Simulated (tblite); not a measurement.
Species: C₄H₁₂OSSi₃.
Z-matrix (Å and degrees, GFN2-xTB geometry), rows numbered from 1:
```
C 
S   1  1.8486
O   2  1.4813  1  105.98
C   2  1.7982  1   95.37  3  -102.61
C   4  1.3374  2  133.03  1   -47.15
Si  5  1.8882  4   91.55  2   171.45
C   4  1.4824  2  117.51  1   127.68
Si  7  1.8976  4  111.05  2    71.72
Si  7  1.9145  4  111.16  2   -51.75
H   1  1.0835  2  108.22  3   170.31
H   1  1.0838  2  109.00  3    49.42
H   1  1.0852  2  107.84  3   -70.33
H   5  1.0770  4  128.09  2    -5.04
H   6  1.4599  5  118.10  4   115.70
H   6  1.4596  5  113.93  4  -108.49
H   8  1.4721  7  108.13  4    51.35
H   8  1.4637  7  108.34  4   169.84
H   8  1.4606  7  112.38  4   -67.61
H   9  1.4526  7  116.77  4   102.77
H   9  1.4653  7  110.19  4   -31.60
H   9  1.4824  7  102.26  4  -142.16
```

Computed values, GFN2-xTB/tblite, gas phase, harmonic and unscaled. This tight-binding method is rough: wavenumbers can miss measured ones by several per cent, in bad cases by 10 to 20. Modes of hydrogen on silicon can be 10 to 20 % off. One conformer, not necessarily the lowest.

Harmonic wavenumbers (cm⁻¹): 64.6, 80.3, 111.9, 121.1, 129.8, 137.4, 155.9, 159.1, 195.1, 262.0, 277.8, 315.7, 333.1, 403.0, 436.2, 445.0, 474.5, 507.9, 528.1, 544.8, 561.4, 574.9, 587.7, 665.2, 688.1, 731.2, 737.0, 741.0, 761.8, 766.9, 791.5, 806.7, 858.4, 877.2, 880.2, 888.9, 892.9, 897.2, 1058.5, 1080.5, 1181.1, 1277.1, 1433.3, 1446.4, 1566.4, 2103.8, 2188.1, 2236.2, 2259.0, 2280.6, 2290.6, 2294.5, 2351.1, 3053.1, 3065.7, 3076.9, 3079.5.

A = 1107, B = 782.8, C = 668.0 MHz; mass 191.992 u (most abundant isotopes); point group C1, symmetry number 1.

Question: What is the zero-point energy?

Answer: Half the sum of the wavenumbers: 29357 cm⁻¹ = 83.94 kcal/mol.

Question: What is S at 298.15 K and 1 bar for an ideal gas of classical rigid rotors and harmonic oscillators?

Answer: Translation 41.69, rotation 30.70, vibration 43.53: S = 115.9 cal/(mol K).

Question: And Cp and H(298.15 K) − H(0)?

Answer: Cp = 55.48 cal/(mol K), of which vibrations give 47.53 (their classical limit is 57 R = 113.3); H(298.15 K) − H(0) = 9.54 kcal/mol without the zero-point energy, 7.17 from vibrations.

Question: How do the functions run with temperature in this model?

Answer: 
```csv
T (K),S (cal/(mol K)),Cp (cal/(mol K)),H − H(0) (kcal/mol),G − H(0) (kcal/mol),ln q(vib)
50,61.3,15.0,0.51,-2.55,0.42
100,74.8,24.4,1.51,-5.97,1.97
373.15,129.4,64.3,14.04,-34.23,12.84
500,149.8,75.4,22.94,-51.96,17.80
750,183.4,89.8,43.75,-93.77,26.80
1000,210.5,98.8,67.41,-143.12,34.75
```

q(vib) and H(0) count from the zero-point level.

Question: Which modes carry the vibrational entropy at 298.15 K?

Answer: 64.6 cm⁻¹: 4.31; 80.3 cm⁻¹: 3.88; 111.9 cm⁻¹: 3.24; 121.1 cm⁻¹: 3.08; 129.8 cm⁻¹: 2.95; 137.4 cm⁻¹: 2.84 cal/(mol K); the other 51 give 23.23 together.

Question: Blend soft modes into free rotors: weight 1/[1 + (100 cm⁻¹/ν̃)⁴] for the oscillator and the rest for a rotor with moment μB/(μ + B), μ = h/(8π²ν), B = 10⁻⁴⁴ kg m². What vibrational entropy results?

Answer: 41.59 cal/(mol K) in place of 43.53, which changes −T·S at 298.15 K by +0.58 kcal/mol.

Hindered rotation and anharmonicity are outside this model. Other conformers, if any are populated, would add a mixing term that is left out. The structure is chiral; the term R ln 2 for an equal mix with its mirror image is left out.

The run took 1.5 s on Arm Neoverse V1, one thread, no GPU, on a shared host. The figure is for the frequency step alone.
